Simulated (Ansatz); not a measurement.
CH7NO3Zr (`C[O][Zr]([NH2])([OH])[OH]`), relaxed with RKS PBE0-D4/def2-TZVP in the Gaussian-basis code of Ansatz from a GFN2-xTB geometry. The force threshold is 0.005 eV/Å; the program also tests the step.

Charge 0, multiplicity 1. Zr: def2 effective core potential.

Start:

```xyz
13

C     1.173   -0.583   -1.774
O    -0.174   -0.339   -1.450
Zr   -0.317    0.087    0.398
N    -2.215   -0.033    1.114
O     0.787   -0.945    1.546
O     0.167    1.922    0.456
H     1.478   -1.593   -1.441
H     1.843    0.175   -1.305
H     1.298   -0.528   -2.867
H    -2.383   -0.608    1.949
H    -2.702    0.857    1.275
H     0.883   -0.790    2.495
H     0.161    2.378   -0.398
```

(1) By how much does the energy fall, and how many steps does the optimiser take? (An estimate is asked.)

(2) Which bonds change most? (Estimate.)

(3) Give the relaxed structure. (Estimate.)

Results:

(1) Ansatz gave: 74.06 kJ/mol, in 19 steps, 2 of them rejected.

(2) Ansatz gave: Zr3–O5 from 1.898 to 1.937 Å; Zr3–O6 from 1.899 to 1.937 Å; O2–Zr3 from 1.902 to 1.926 Å; C1–O2 from 1.407 to 1.386 Å.

(3) The calculation gave: 
```xyz
13

C     1.055   -0.892   -1.991
O     0.721   -0.269   -0.799
Zr   -0.131    0.432    0.779
N    -2.102   -0.115    0.834
O     0.718   -0.350    2.334
O    -0.081    2.366    0.695
H     0.885   -1.973   -1.930
H     2.112   -0.727   -2.229
H     0.455   -0.500   -2.820
H    -2.469   -0.951    1.267
H    -2.870    0.411    0.443
H     1.425   -0.661    2.890
H     0.280    3.231    0.528
```
